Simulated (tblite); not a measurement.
Record of a relaxation.

Species: C₆H₁₄B (doublet state).
Numbering: `[CH3:1][CH:2][B:3]([CH3:4])[CH2:5][CH2:6][CH3:7]` (hydrogens: H8, H9, H10 on C1; H11 on C2; H12, H13, H14 on C4; H15, H16 on C5; H17, H18 on C6; H19, H20, H21 on C7)

Computed with GFN2-xTB (tblite), gas phase: L-BFGS steps from a force-field or distance-geometry start until the largest atomic force falls under 0.01 eV/Å. 6 of its 173 geometries are shown.

Step 0: E = -573.6228 eV, largest atomic force 2.614 eV/Å
```
atom  x, y, z in Å  |  force x, y, z in eV/Å
C1     -2.457    1.485   -0.042   -1.256   0.920   0.371
C2     -1.334    0.879    0.747   -1.215  -2.258  -0.510
B3     -0.668   -0.379    0.046    0.255   0.060   1.719
C4     -1.608   -1.633   -0.297   -0.554   0.980   1.144
C5      0.870   -0.747    0.213   -0.572  -0.426  -1.241
C6      1.736    0.467   -0.038   -0.592   0.577  -0.432
C7      3.211    0.213    0.093    1.524   0.919   0.316
H8     -3.399    1.522    0.579    0.831   0.236  -0.481
H9     -2.738    0.863   -0.917    0.474   0.710   0.144
H10    -2.231    2.548   -0.329   -0.186  -1.037  -0.064
H11    -1.785    0.498    1.702    1.056   0.751  -0.307
H12    -2.655   -1.256   -0.273    0.516  -0.820  -0.544
H13    -1.519   -2.292    0.617    0.029   0.318  -1.320
H14    -1.310   -2.114   -1.227   -0.428  -0.199   0.413
H15     1.080   -1.454   -0.615    0.272  -0.139   0.616
H16     1.055   -1.256    1.172    0.100   0.344  -0.370
H17     1.386    1.264    0.639    0.262  -0.147  -0.268
H18     1.569    0.798   -1.098   -0.208  -0.034   0.940
H19     3.475   -0.721    0.638   -0.224   0.828  -0.398
H20     3.654    1.116    0.615   -0.111  -1.216  -0.370
H21     3.661    0.214   -0.918    0.024  -0.366   0.640
```

Step 34: E = -575.1476 eV, largest atomic force 0.209 eV/Å
```
atom  x, y, z in Å  |  force x, y, z in eV/Å
C1     -2.528    1.436    0.035   -0.005   0.001  -0.002
C2     -1.342    0.765    0.628   -0.102   0.131  -0.127
B3     -0.749   -0.540    0.164   -0.142   0.034   0.091
C4     -1.637   -1.731   -0.399    0.056  -0.019  -0.062
C5      0.827   -0.759    0.244    0.019   0.024   0.024
C6      1.640    0.521    0.037    0.063  -0.056   0.104
C7      3.140    0.235    0.098   -0.019  -0.002  -0.036
H8     -3.358    1.480    0.750    0.050  -0.082  -0.025
H9     -2.860    0.924   -0.868   -0.056   0.032   0.099
H10    -2.299    2.477   -0.212    0.022  -0.067  -0.007
H11    -0.874    1.362    1.405    0.008  -0.072  -0.012
H12    -2.682   -1.485   -0.576    0.037   0.030   0.040
H13    -1.616   -2.561    0.307   -0.028  -0.003  -0.033
H14    -1.218   -2.115   -1.329   -0.049  -0.022   0.004
H15     1.166   -1.509   -0.470    0.011  -0.037  -0.085
H16     1.091   -1.158    1.231   -0.107   0.012  -0.003
H17     1.377    1.226    0.826    0.025   0.053  -0.008
H18     1.370    0.979   -0.919    0.089  -0.026   0.073
H19     3.328   -0.568    0.809    0.075   0.058   0.016
H20     3.696    1.110    0.418    0.053   0.079  -0.028
H21     3.521   -0.073   -0.872    0.000  -0.070  -0.024
```

Step 69: E = -575.2324 eV, largest atomic force 0.044 eV/Å
```
atom  x, y, z in Å  |  force x, y, z in eV/Å
C1     -2.647    1.385    0.061   -0.006  -0.001   0.015
C2     -1.349    0.831    0.509   -0.001  -0.001  -0.012
B3     -0.737   -0.482    0.089   -0.007  -0.008  -0.011
C4     -1.628   -1.682   -0.457    0.007   0.000   0.011
C5      0.838   -0.720    0.230   -0.039  -0.020  -0.002
C6      1.720    0.528    0.146   -0.019  -0.003   0.003
C7      3.203    0.177    0.127    0.014  -0.006   0.002
H8     -3.354    1.407    0.896   -0.002   0.005   0.006
H9     -3.082    0.801   -0.746   -0.003   0.012   0.004
H10    -2.533    2.421   -0.268   -0.004  -0.011  -0.003
H11    -0.834    1.479    1.210   -0.003  -0.001  -0.019
H12    -2.681   -1.434   -0.568    0.015  -0.016   0.007
H13    -1.572   -2.536    0.217    0.006   0.007   0.004
H14    -1.268   -2.042   -1.420    0.014   0.032  -0.003
H15     1.194   -1.438   -0.514   -0.028   0.005  -0.013
H16     1.011   -1.199    1.200    0.018   0.002   0.010
H17     1.517    1.181    0.996   -0.001   0.016   0.010
H18     1.470    1.084   -0.761    0.018  -0.002  -0.010
H19     3.484   -0.353    1.034   -0.006  -0.006   0.001
H20     3.815    1.074    0.052   -0.011  -0.010  -0.003
H21     3.425   -0.463   -0.725    0.037   0.005   0.002
```

Step 103: E = -575.2437 eV, largest atomic force 0.034 eV/Å
```
atom  x, y, z in Å  |  force x, y, z in eV/Å
C1     -2.718    1.368    0.106    0.008  -0.001  -0.004
C2     -1.358    0.883    0.433   -0.004   0.016  -0.025
B3     -0.741   -0.438    0.042    0.013  -0.009   0.019
C4     -1.612   -1.670   -0.461    0.004  -0.018   0.003
C5      0.831   -0.684    0.179    0.021   0.001   0.000
C6      1.757    0.533    0.105   -0.003  -0.005  -0.005
C7      3.225    0.127    0.206   -0.028   0.004  -0.002
H8     -3.318    1.437    1.020    0.010   0.001  -0.018
H9     -3.230    0.715   -0.596    0.012   0.001   0.014
H10    -2.679    2.379   -0.308   -0.006  -0.017   0.004
H11    -0.792    1.594    1.024   -0.009   0.004   0.013
H12    -2.687   -1.529   -0.382    0.006   0.011   0.009
H13    -1.361   -2.573    0.095   -0.008  -0.003  -0.011
H14    -1.387   -1.892   -1.504   -0.006   0.030   0.014
H15     1.168   -1.412   -0.564    0.008   0.001  -0.013
H16     0.998   -1.171    1.148   -0.020   0.001   0.002
H17     1.524    1.230    0.913    0.000  -0.023  -0.005
H18     1.593    1.057   -0.839   -0.003  -0.001  -0.002
H19     3.409   -0.400    1.140    0.009  -0.003  -0.004
H20     3.877    0.998    0.171   -0.013   0.011  -0.006
H21     3.492   -0.533   -0.618    0.010  -0.001   0.017
```

Step 138: E = -575.2486 eV, largest atomic force 0.411 eV/Å
```
atom  x, y, z in Å  |  force x, y, z in eV/Å
C1     -2.699    1.338    0.062   -0.012   0.052   0.020
C2     -1.332    0.878    0.399   -0.025   0.007  -0.011
B3     -0.723   -0.459    0.053    0.027  -0.004  -0.034
C4     -1.653   -1.662   -0.415   -0.158  -0.154  -0.132
C5      0.852   -0.703    0.144    0.005  -0.013   0.000
C6      1.771    0.519    0.089   -0.008   0.037  -0.002
C7      3.237    0.142    0.280   -0.019   0.020   0.015
H8     -3.261    1.547    0.978    0.000  -0.008  -0.012
H9     -3.246    0.609   -0.529    0.013  -0.029   0.003
H10    -2.664    2.283   -0.490    0.021  -0.022   0.016
H11    -0.768    1.614    0.960   -0.001   0.027  -0.001
H12    -2.593   -1.723    0.149    0.260   0.001  -0.195
H13    -1.165   -2.643   -0.354   -0.147   0.302  -0.055
H14    -1.927   -1.497   -1.471    0.078  -0.127   0.383
H15     1.176   -1.405   -0.631   -0.013   0.005   0.035
H16     1.036   -1.218    1.095   -0.009  -0.027  -0.003
H17     1.495    1.234    0.868   -0.031  -0.033   0.000
H18     1.647    1.021   -0.874    0.006  -0.007   0.008
H19     3.378   -0.343    1.245    0.018   0.012  -0.031
H20     3.866    1.032    0.249   -0.005  -0.079  -0.021
H21     3.564   -0.546   -0.498    0.000   0.040   0.016
```

Step 172: E = -575.2594 eV, largest atomic force 0.010 eV/Å
```
atom  x, y, z in Å  |  force x, y, z in eV/Å
C1     -2.713    1.335    0.040   -0.001   0.000  -0.001
C2     -1.334    0.905    0.363   -0.008  -0.001   0.001
B3     -0.721   -0.441    0.051    0.001   0.005   0.001
C4     -1.638   -1.653   -0.415    0.004   0.002   0.002
C5      0.846   -0.698    0.183    0.004   0.002  -0.001
C6      1.770    0.522    0.150    0.003  -0.003   0.004
C7      3.240    0.124    0.249   -0.006   0.000  -0.003
H8     -3.269    1.539    0.961    0.004  -0.002  -0.005
H9     -3.249    0.585   -0.534   -0.002   0.001   0.003
H10    -2.704    2.274   -0.519    0.006  -0.002   0.001
H11    -0.768    1.669    0.886    0.001  -0.002  -0.005
H12    -2.564   -1.733    0.151   -0.002  -0.002   0.003
H13    -1.133   -2.615   -0.362   -0.003   0.001   0.005
H14    -1.927   -1.506   -1.457    0.000  -0.001   0.000
H15     1.180   -1.397   -0.589    0.000  -0.001  -0.005
H16     1.010   -1.222    1.132   -0.003  -0.007  -0.007
H17     1.528    1.191    0.978    0.000  -0.001  -0.003
H18     1.609    1.072   -0.780    0.002   0.001   0.009
H19     3.430   -0.408    1.179   -0.003   0.004  -0.004
H20     3.882    1.002    0.218    0.002   0.004   0.005
H21     3.514   -0.528   -0.578    0.001  -0.001   0.000
```

Question: Summarise the path.

Answer: The energy falls by 1.6366 eV from step 0 to step 172; nine tenths of that is first reached at step 27. It rises by more than 0.2 meV at step 138. The largest force goes from 2.614 to 0.010 eV/Å. Among the bonds C2–B3 changes most, from 1.586 to 1.511 Å; the atoms move by 0.635 Å rms after alignment.

The cost below is that of the whole relaxation. The run took 0.91 s on one thread, Arm Neoverse V2 (aarch64), shared host with 96 logical CPUs at a one-minute load of 54.
